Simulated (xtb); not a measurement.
xtb input (GFN1-xTB):

```bash
xtb mol.xyz --gfn 1 --sp --chrg -1 --uhf 0
```
mol.xyz:
```
7

Si    -1.72621883     0.34022093     0.24687692
Si     0.46001309     0.80808732    -0.60312810
Cl     1.40967863    -1.08618352     0.18126254
H     -2.62980630     1.54175881     0.12759535
H     -1.91093366    -0.09895103     1.67271005
H     -2.46625452    -0.71164252    -0.53026241
H      0.76933835     1.65763886     0.63601051
```

End of the output:

```
         :::::::::::::::::::::::::::::::::::::::::::::::::::::
         ::                     SUMMARY                     ::
         :::::::::::::::::::::::::::::::::::::::::::::::::::::
         :: total energy             -10.359619887884 Eh    ::
         :: gradient norm              0.048854885193 Eh/a0 ::
         :: HOMO-LUMO gap              2.872323959297 eV    ::
         ::.................................................::
         :: SCC energy               -10.390983803437 Eh    ::
         :: -> electrostatic           0.075778995494 Eh    ::
         :: repulsion energy           0.033931222429 Eh    ::
         :: dispersion energy         -0.002567306875 Eh    ::
         :: halogen bond corr.         0.000000000000 Eh    ::
         :: add. restraining           0.000000000000 Eh    ::
         :: total charge              -1.000000000000 e     ::
         :::::::::::::::::::::::::::::::::::::::::::::::::::::

           -------------------------------------------------
          |                Property Printout                |
           -------------------------------------------------

    * Orbital Energies and Occupations

         #    Occupation            Energy/Eh            Energy/eV
      -------------------------------------------------------------
         1        2.0000           -0.7175042             -19.5243
         2        2.0000           -0.4628894             -12.5959
         3        2.0000           -0.4051850             -11.0256
         4        2.0000           -0.3240914              -8.8190
         5        2.0000           -0.3187748              -8.6743
         6        2.0000           -0.3147589              -8.5650
         7        2.0000           -0.3137116              -8.5365
         8        2.0000           -0.3088832              -8.4051
         9        2.0000           -0.2583639              -7.0304
        10        2.0000           -0.2008761              -5.4661 (HOMO)
        11                         -0.0953201              -2.5938 (LUMO)
        12                         -0.0614392              -1.6718
        13                         -0.0314836              -0.8567
        14                         -0.0144360              -0.3928
        15                          0.0259781               0.7069
Note: The following floating-point exceptions are signalling: IEEE_DENORMAL
normal termination of xtb
        16                          0.0578606               1.5745
        17                          0.0717934               1.9536
        18                          0.0906695               2.4672
        19                          0.0927271               2.5232
        20                          0.1004336               2.7329
        21                          0.1231191               3.3502
       ...                                ...                  ...
        35                          1.5299341              41.6316
      -------------------------------------------------------------
                  HL-Gap            0.1055560 Eh            2.8723 eV
             Fermi-level           -0.1480981 Eh           -4.0300 eV

  Mulliken/CM5 charges         n(s)   n(p)   n(d)
     1Si   -0.00283 -0.23416   1.310  2.233  0.460
     2Si   -0.33932 -0.43809   1.546  2.375  0.418
     3Cl   -0.30743 -0.28164   1.918  5.391 -0.002
     4H    -0.10176 -0.02566   1.102  0.000  0.000
     5H    -0.08969 -0.01290   1.090  0.000  0.000
     6H    -0.09552 -0.01843   1.096  0.000  0.000
     7H    -0.06343  0.01088   1.063  0.000  0.000

Wiberg/Mayer (AO) data.
largest (>0.10) Wiberg bond orders for each atom

 ---------------------------------------------------------------------------
     #   Z sym  total        # sym  WBO       # sym  WBO       # sym  WBO
 ---------------------------------------------------------------------------
     1  14 Si   4.201 --     2 Si   1.265     4 H    0.936     6 H    0.936
                             5 H    0.930
     2  14 Si   3.386 --     1 Si   1.265     3 Cl   1.086     7 H    0.934
     3  17 Cl   1.160 --     2 Si   1.086
     4   1 H    0.986 --     1 Si   0.936
     5   1 H    0.989 --     1 Si   0.930
     6   1 H    0.987 --     1 Si   0.936
     7   1 H    1.012 --     2 Si   0.934
 ---------------------------------------------------------------------------

Topologies differ in total number of bonds
Writing topology from bond orders to xtbtopo.mol

 dipole moment from electron density (au)
     X       Y       Z
  -0.1381  -0.2168   0.3219  total (Debye):    1.047

           -------------------------------------------------
          | TOTAL ENERGY              -10.359619887884 Eh   |
          | GRADIENT NORM               0.048854885193 Eh/α |
          | HOMO-LUMO GAP               2.872323959297 eV   |
           -------------------------------------------------

------------------------------------------------------------------------
------------------------------------------------------------------------
 total:
 SCF:
```

It need not be the lowest isomer of its formula. Whether it binds its extra electron was not tested at this geometry.
